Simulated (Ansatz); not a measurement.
Ansatz (an electronic-structure program) input:
A basis named .json is the Basis Set Exchange file of that set.

Ansatz 0.2 input:
```yaml
crystal:
  periodic: [false, false, false]
  atoms:
    - {symbol: Bi, position_ang: [0.20241205, 0.09192565, 0.07165577]}
    - {symbol: F, position_ang: [-1.09530629, 0.66388195, -1.26837122]}
    - {symbol: F, position_ang: [-0.77138265, -1.51164069, 0.60754579]}
basis:
  gaussian:
    orbitals: def2-QZVPPD.json
    fitting: {mean_field: def2-universal-jkfit, correlation: def2-QZVPPD-RIFIT.json}
total_charge: 2
magnetization: {spin_polarized: true, initial_magnetization: 1}
correlation: {method: mp2, electrons: outside_noble_gas}
```

**Question.** Which total energy does the run end on?

**Answer.** -412.17797 Eh (RI-MP2/def2-QZVPPD). The basis has 220 functions.

This state (charge 2, doublet) is run at the relaxed geometry of the species with charge 1 and multiplicity 1.
